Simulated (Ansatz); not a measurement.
The cluster Zn2OF2⁺. The state is a doublet with charge 1. Geometry PBE0-D4/def2-SVP, that of the neutral singlet.

Cartesian coordinates in Å:
```
Zn 0.1882 -0.3731 1.5432
Zn -0.3212 0.5382 -1.4708
O -0.4884 0.6066 0.2660
F -0.2019 0.5311 -3.2018
F 0.8232 -1.3028 2.8635
```

The structure comes from a short search, and lower isomers may exist.

(1) Estimate the α-spin orbital energies around the gap (eV) in Ansatz with PBE-D4/def2-TZVP, r2SCAN-D4/def2-TZVP, PBE0-D4/def2-TZVP.

## Answers

(1) 
```json
{"orbital": "HOMO−5", "PBE-D4/def2-TZVP": "-15.58", "r2SCAN-D4/def2-TZVP": "-15.77", "PBE0-D4/def2-TZVP": "-16.82"}
{"orbital": "HOMO−4", "PBE-D4/def2-TZVP": "-15.27", "r2SCAN-D4/def2-TZVP": "-15.73", "PBE0-D4/def2-TZVP": "-16.77"}
{"orbital": "HOMO−3", "PBE-D4/def2-TZVP": "-14.92", "r2SCAN-D4/def2-TZVP": "-15.10", "PBE0-D4/def2-TZVP": "-15.93"}
{"orbital": "HOMO−2", "PBE-D4/def2-TZVP": "-14.72", "r2SCAN-D4/def2-TZVP": "-15.00", "PBE0-D4/def2-TZVP": "-15.89"}
{"orbital": "HOMO−1", "PBE-D4/def2-TZVP": "-14.46", "r2SCAN-D4/def2-TZVP": "-14.70", "PBE0-D4/def2-TZVP": "-15.76"}
{"orbital": "HOMO", "PBE-D4/def2-TZVP": "-14.30", "r2SCAN-D4/def2-TZVP": "-14.60", "PBE0-D4/def2-TZVP": "-15.72"}
{"orbital": "LUMO", "PBE-D4/def2-TZVP": "-8.91", "r2SCAN-D4/def2-TZVP": "-8.70", "PBE0-D4/def2-TZVP": "-8.21"}
{"orbital": "LUMO+1", "PBE-D4/def2-TZVP": "-7.21", "r2SCAN-D4/def2-TZVP": "-6.92", "PBE0-D4/def2-TZVP": "-6.28"}
{"orbital": "LUMO+2", "PBE-D4/def2-TZVP": "-6.23", "r2SCAN-D4/def2-TZVP": "-5.92", "PBE0-D4/def2-TZVP": "-5.66"}
{"orbital": "LUMO+3", "PBE-D4/def2-TZVP": "-6.07", "r2SCAN-D4/def2-TZVP": "-5.75", "PBE0-D4/def2-TZVP": "-5.62"}
{"orbital": "LUMO+4", "PBE-D4/def2-TZVP": "-5.65", "r2SCAN-D4/def2-TZVP": "-5.28", "PBE0-D4/def2-TZVP": "-4.93"}
{"orbital": "LUMO+5", "PBE-D4/def2-TZVP": "-5.23", "r2SCAN-D4/def2-TZVP": "-4.84", "PBE0-D4/def2-TZVP": "-4.50"}
{"orbital": "β HOMO", "PBE-D4/def2-TZVP": "-14.12", "r2SCAN-D4/def2-TZVP": "-14.39", "PBE0-D4/def2-TZVP": "-15.41"}
{"orbital": "β LUMO", "PBE-D4/def2-TZVP": "-13.76", "r2SCAN-D4/def2-TZVP": "-13.73", "PBE0-D4/def2-TZVP": "-13.18"}
```
